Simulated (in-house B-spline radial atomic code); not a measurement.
A fraction x of an electron is removed from 4p in the krypton ion Kr³⁺, starting from [Ar] 3d10 4s2 4p3 and keeping the highest spin. Method: scalar-relativistic (X2C) LC-wPBE, spin-polarised, spherical fractional occupations, Fermi nucleus of rms radius 4.1884 fm. Calculated with a radial B-spline atomic code at the basis-set limit.

Caution: exact exchange at fractional occupations of open shells leaves self-interaction of up to several eV.

```csv
x,E(x) - E(0) (eV),4p up level (eV)
0,0.0000,-49.549
0.03,1.4908,-49.836
0.24,12.1689,-51.863
0.27,13.7292,-52.154
0.42,21.6619,-53.616
0.5,25.9825,-54.399
0.62,32.5811,-55.579
0.72,38.1884,-56.567
0.8,42.7455,-57.360
0.88,47.3661,-58.155
1,54.4166,-59.353
```

The exact functional would give a straight line between the two integer points. Deviations E(x) - E(0) - x[E(1) - E(0)], in eV: -0.142 at x = 0.03, -0.891 at x = 0.24, -0.963 at x = 0.27, -1.193 at x = 0.42, -1.226 at x = 0.5, -1.157 at x = 0.62, -0.992 at x = 0.72, -0.788 at x = 0.8, -0.521 at x = 0.88.

The curve lies below the straight line by up to 1.226 eV (at x = 0.5): convex, the delocalisation error, to which spherically averaged exact exchange adds.

Q: How well does Slater's transition state (minus the level at half occupation) give the ionisation energy?

A: It gives 54.399 eV against 54.417 eV from the two total energies; NIST lists 50.85 eV, ground level to ground level. The end point has an open shell averaged over its orbitals, so its exact exchange keeps a self-interaction and this is no true integer point.
